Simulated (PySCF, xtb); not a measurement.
(1S)-1-bromo-1-chloroethane (C2H4BrCl), SMILES Br[C@@H](C)Cl.

GFN2-xTB run with xtb 6.7.1 at its own geometry gives an orbital gap of 4.76 eV and a dipole moment of 3.54 D.

Geometry: B3LYP-D3(BJ)/def2-SVP.

Q: What does PBE/def2-TZVP (PySCF) give? (An estimate is asked for; the answer gives what the named calculation found.)

A: gap 5.11 eV (levels -6.87 and -1.76 eV), dipole 2.01 D.
